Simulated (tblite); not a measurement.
Compound: C4H11BS.
Cartesian coordinates in Å at the GFN2-xTB level; atoms count from 1:
```
atom  x, y, z in Å
C1     2.5623   -0.5081   -0.4592
S2     1.9433    1.1360   -0.9767
B3     0.2783    1.2280   -0.4272
C4    -0.4964    0.0542    0.3172
C5    -1.2453   -0.7953   -0.7257
C6    -1.5001    0.5870    1.3467
H7     2.5661   -0.5690    0.6242
H8     1.9412   -1.2879   -0.8863
H9     3.5756   -0.5919   -0.8375
H10   -0.2591    2.2329   -0.6911
H11    0.1857   -0.6196    0.8493
H12   -0.5588   -1.2218   -1.4549
H13   -1.7780   -1.6106   -0.2385
H14   -1.9685   -0.1835   -1.2604
H15   -2.0213   -0.2350    1.8355
H16   -0.9932    1.1735    2.1101
H17   -2.2389    1.2230    0.8648
```

Method: GFN2-xTB as coded in tblite; computed harmonic values from a numerical Hessian at the method's own geometry, unscaled. Errors from tens to a few hundred cm⁻¹ against measured bands are possible. Modes of hydrogen on boron can be 10 to 20 % off. One conformer, not necessarily the lowest.

Harmonic wavenumbers (cm⁻¹): 50.4, 114.1, 142.4, 163.2, 204.7, 227.8, 296.3, 309.7, 344.7, 432.2, 700.3, 706.3, 778.4, 885.7, 932.0, 938.1, 944.9, 955.9, 990.1, 1070.5, 1094.9, 1117.4, 1179.9, 1289.4, 1311.7, 1326.6, 1405.3, 1420.4, 1449.9, 1458.9, 1499.6, 1503.3, 1509.4, 1513.0, 2656.1, 2919.0, 3007.8, 3012.4, 3018.8, 3028.3, 3034.1, 3038.0, 3039.4, 3050.9, 3061.6.

A = 4686, B = 1511, C = 1390 MHz; mass 102.067 u (most abundant isotopes); point group C1, symmetry number 1.

Problem. What is the zero-point energy?

Solution. ½Σν̃ = 31567 cm⁻¹ = 377.63 kJ/mol.

Problem. Give the ideal-gas entropy at 298.15 K and 1 bar in the rigid-rotor, harmonic-oscillator model (classical rotation).

Solution. Translation 166.54, rotation 116.66, vibration 100.77: S = 384.0 J/(mol K).

Problem. And Cp and H(298.15 K) − H(0)?

Solution. Cp = 137.30 J/(mol K), of which vibrations give 104.04 (their classical limit is 45 R = 374.2); H(298.15 K) − H(0) = 26.01 kJ/mol without the zero-point energy, 16.09 from vibrations.

Problem. Blend soft modes into free rotors: weight 1/[1 + (100 cm⁻¹/ν̃)⁴] for the oscillator and the rest for a rotor with moment μB/(μ + B), μ = h/(8π²ν), B = 10⁻⁴⁴ kg m². What vibrational entropy results?

Solution. 94.85 J/(mol K) in place of 100.77, which changes −T·S at 298.15 K by +1.76 kJ/mol.

Problem. What must be added to the electronic energy to get the Gibbs energy at 298.15 K and 1 bar?

Solution. ZPE + [H(298.15 K) − H(0)] − T·S = 377.63 + 26.01 − 114.48 = 289.16 kJ/mol.

Problem. Which modes carry the vibrational entropy at 298.15 K?

Solution. 50.4 cm⁻¹: 20.09; 114.1 cm⁻¹: 13.38; 142.4 cm⁻¹: 11.60; 163.2 cm⁻¹: 10.51; 204.7 cm⁻¹: 8.75; 227.8 cm⁻¹: 7.93 J/(mol K); the other 39 give 28.51 together.

Hindered rotation and anharmonicity are outside this model. Other conformers, if any are populated, would add a mixing term that is left out. The structure is chiral; the term R ln 2 for an equal mix with its mirror image is left out.
